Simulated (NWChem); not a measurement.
Species: C4H4N, doublet; SMILES c1[c]cc[nH]1

```xyz
9

C     -1.2384    -0.1721     0.0000
C     -0.6163     1.0476     0.0000
N      0.7400     0.7680     0.0000
C      0.9415    -0.5919     0.0000
C     -0.2928    -1.2210     0.0000
H     -0.9899     2.0600     0.0000
H      1.4748     1.4596     0.0000
H      1.9402    -1.0063     0.0000
H     -0.4690    -2.2871     0.0000
```
Atoms are numbered in this order, from 1.

Program: NWChem. Spin-unrestricted. In the optimisation the excess spin sits in a' (Cs, its own frame). Coordinates come from a B3LYP/6-31G* (spherical d), spin-unrestricted optimisation. No stability test was run on the SCF state. Level: PBE0/def2-SVP with SMD (1 M gas to 1 M solution), gas-phase geometry. Reactions with the solvent are ignored.

```csv
solvent,dielectric constant,solvation free energy (kcal/mol),cavity-dispersion-structure term (kcal/mol),dipole in solution (D)
water,78.4,-4.1,3.4,3.68
toluene,2.37,[?],-2.0,[?]
dichloromethane,8.93,-8.2,-1.6,3.54
acetonitrile,35.7,-7.9,-0.6,3.66
tetrahydrofuran,7.43,-7.1,-0.7,3.51
2-propanol,19.3,-6.7,0.5,3.62
```

Question: What belongs in the gaps?

Answer: 
- toluene, solvation free energy (kcal/mol): -6.0
- toluene, dipole in solution (D): 3.16
